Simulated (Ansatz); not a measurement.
C2H4HfO3, SMILES `C#[C][Hf]([OH])([OH])[OH]`, charge 0, multiplicity 1.

(1) Give a relaxed structure at PBE0-D4/def2-TZVP (the Gaussian-basis code of Ansatz). (An estimate is asked.)

Results:

(1) Computed: 
```xyz
10

C    -0.678    0.324   -2.783
C    -0.392    0.187   -1.610
Hf    0.127   -0.061    0.520
O     2.019   -0.371    0.625
O    -0.864   -1.564    1.189
O    -0.365    1.557    1.430
H    -0.929    0.444   -3.813
H     2.841   -0.815    0.802
H    -1.483   -2.063    1.710
H    -0.276    2.362    1.930
```
Point group C3.
This is one stationary point; other conformers may exist.
